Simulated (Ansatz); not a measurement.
Stepwise reaction of `CCO[SiH2]C` with hydrogen fluoride, as a gas-phase model of exchange steps in deposition or etching. ΔE in kJ/mol.

Program: Ansatz. Geometries: PBE0-D4/def2-TZVP. ΔE: electronic, gas phase. CCSD(T)/CBS adds triple-zeta CCSD(T) − MP2 to the extrapolated MP2 energy (def2 sets, frozen cores). This one scheme is used for every species. DFT in def2-TZVPP. B3LYP here is the variant with VWN-RPA as its local correlation; programs differ in this. One conformer a species, not always the lowest.

| step | reaction | PBE-D4 | B3LYP-D4 | ωB97M-V | CCSD(T)/CBS |
| --- | --- | --- | --- | --- | --- |
| 1 | `CCO[SiH2]C` + H–F → `CCO[SiH](C)F` + H₂ | -134.2 | -143.3 | -144.0 | -140.0 |
| 2 | `CCO[SiH](C)F` + H–F → `CCO[Si](C)(F)F` + H₂ | -140.9 | -150.3 | -150.6 | -146.0 |

Problem. By hand: ΔE of the 2 steps together at CCSD(T)/CBS.

Solution. (-140.0) + (-146.0) = -286.0 kJ/mol, or -143.0 kJ/mol a step.

In ΔE each step is lower than the one before. All are downhill at CCSD(T)/CBS. PBE-D4 differs from CCSD(T)/CBS by 5.1 to 5.8 kJ/mol a step. Isolated molecules leave out the surface, adducts and barriers. Largest T1 diagnostic: 0.011.
